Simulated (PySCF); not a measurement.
C8H7F3S.
SMILES with atom numbers: `[CH:1]#[C:2][C@H:3]1[CH2:4][CH:5]=[C:6]([S:7][C:8]([F:9])([F:10])[F:11])[CH2:12]1` (hydrogens: H13 on C1; H14 on C3; H15, H16 on C4; H17 on C5; H18, H19 on C12)

A GFN2-xTB structure was refined with PBE0-D3(BJ)/def2-SVP geometry optimisation, gas phase (PySCF 2.14.0). Its GFN2-xTB values:

```tsv
coordinate	GFN2-xTB
C1≡C2	1.196 Å
C1–H13	1.049 Å
C2–C3	1.451 Å
C3–C4	1.548 Å
C3–C12	1.545 Å
C3–H14	1.093 Å
C4–C5	1.498 Å
C4–H15	1.091 Å
C4–H16	1.093 Å
C5=C6	1.324 Å
C5–H17	1.074 Å
C6–S7	1.769 Å
C6–C12	1.501 Å
S7–C8	1.822 Å
C12–H18	1.091 Å
C12–H19	1.093 Å
C1–C2–C3	178.6°
C2–C3–C4	110.3°
C2–C3–C12	110.2°
C4–C3–C12	105.2°
C5–C6–C12	113.3°
C6–S7–C8	100.9°
S7–C8–F10	109.3°
F10–C8–F11	107.3°
C2–C3–C4–C5	102°
C3–C4–C5–C6	11°
C5–C6–S7–C8	10°
C6–S7–C8–F9	56°
```

Q: How do these coordinates change at the PBE0-D3(BJ)/def2-SVP level?

A: 
```tsv
coordinate	PBE0-D3(BJ)/def2-SVP (Å or °)	change
C1–H13	1.074	+0.025
C5–H17	1.090	+0.016
C5=C6	1.340	+0.016
C1≡C2	1.211	+0.015
C4–H16	1.105	+0.012
C12–H19	1.104	+0.011
C6–S7	1.758	-0.011
C12–H18	1.101	+0.010
S7–C8	1.812	-0.010
C4–H15	1.101	+0.010
C3–H14	1.102	+0.009
C2–C3	1.460	+0.009
C6–C12	1.507	+0.006
C3–C12	1.548	+0.003
C3–C4	1.551	+0.003
C4–C5	1.500	+0.002
S7–C8–F10	107.2	-2.1
F10–C8–F11	108.6	+1.3
C1–C2–C3	179.8	+1.2
C2–C3–C12	111.4	+1.2
C2–C3–C4	111.4	+1.1
C5–C6–C12	112.3	-1.0
C4–C3–C12	104.3	-0.9
C6–S7–C8	101.7	+0.8
C5–C6–S7–C8	-24	-34
C6–S7–C8–F9	65	+9
C2–C3–C4–C5	97	-5
C3–C4–C5–C6	16	+5
```

The energy falls by 8.9 kJ/mol over 16 energy and gradient evaluations, the largest force component goes from 0.0239 to 3.7e-04 Eh/bohr, and the atoms move by 0.372 Å rms after alignment. The bond that changes most is C1–H13 (terminal alkyne carbon to alkyne hydrogen), which lengthens by 0.025 Å. Bonds longer at the end by more than 0.005 Å: 11 of 19; shorter: 3. Among the dihedrals that turn most is C12–C6–S7–C8, from -171° to 153°. Rotational constants go from 1790, 428.2, 423.2 to 1991, 414.3, 397.0 MHz.

The run used 207 basis functions and 121 SCF cycles in all.

No frequency check. One conformer, not necessarily the lowest.
